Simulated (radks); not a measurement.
Question: Species: the phosphorus ion P+. Configuration: [Ne] 3s2 3p2 (the NIST ground configuration). Method: scalar-relativistic Kohn-Sham, PBE, spin-polarised, spherical densities, finite nucleus; open shells are filled with parallel spins first; Fermi nuclear charge, rms radius 3.1889 fm; computed with a radial shooting solver on a logarithmic mesh with Libxc functionals. Some entries of the table are withheld. Estimate them.

orbital  occ.  eigenvalue (hartree)  <r> (bohr)  r(max) (bohr)
1s up       1             -76.98594      0.1036        0.06764
1s down     1             -76.97714      0.1036        0.06764
2s up       1              -6.78131         (1)         0.4187
2s down     1              -6.77208         (2)         0.4189
2p up       3              -4.96466      0.4850         0.3539
2p down     3              -4.95214      0.4849         0.3542
3s up       1                   (3)       1.817          1.553
3s down     1                   (4)       1.822          1.538
3p up       2              -0.55189       2.116          1.753
3p down     0              -0.47231       2.165          1.751

Answer: 
(1) 2s up <r> (bohr): 0.5196
(2) 2s down <r> (bohr): 0.5195
(3) 3s up eigenvalue (hartree): -0.88681
(4) 3s down eigenvalue (hartree): -0.80437
